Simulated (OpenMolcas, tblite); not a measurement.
**A ladder of methods for CH6GeSi (SMILES [CH2]1[SiH2][GeH2]1)**

CH6GeSi: 9 atoms, total charge 0, spin state singlet. As SMILES, `[CH2]1[SiH2][GeH2]1`. The shape is that of a PBE0-D4/def2-TZVP optimisation.

Quantity: the vertical ionisation energy (to the doublet cation), in eV. The values are calculated.

```tsv
level	kind	program	value (eV)	less CCSD(T)/cc-pVDZ
GFN1-xTB	semi-empirical	tblite	12.98	+4.48
HF/cc-pVDZ	Hartree–Fock	OpenMolcas	7.73	-0.77
SVWN5/cc-pVDZ	LDA	OpenMolcas	8.69	+0.19
BLYP/cc-pVDZ	GGA	OpenMolcas	8.37	-0.13
TPSS/cc-pVDZ	meta-GGA	OpenMolcas	8.55	+0.05
BHLYP/cc-pVDZ	global hybrid	OpenMolcas	8.51	+0.01
PBE0/cc-pVDZ	global hybrid	OpenMolcas	8.58	+0.08
CCSD(T)/cc-pVDZ, open shells restricted	coupled cluster or CI	OpenMolcas	8.50	0.00
```

CCSD(T)/cc-pVDZ, open shells restricted is the highest level here, not the true value. All-electron rows without a relativistic Hamiltonian named are non-relativistic. The values span 7.73 to 12.98 eV. The xTB values lack the empirical shift that such differences need. In the correlated wave-function rows the outer d shell of Ge is correlated, in sets not made for it.
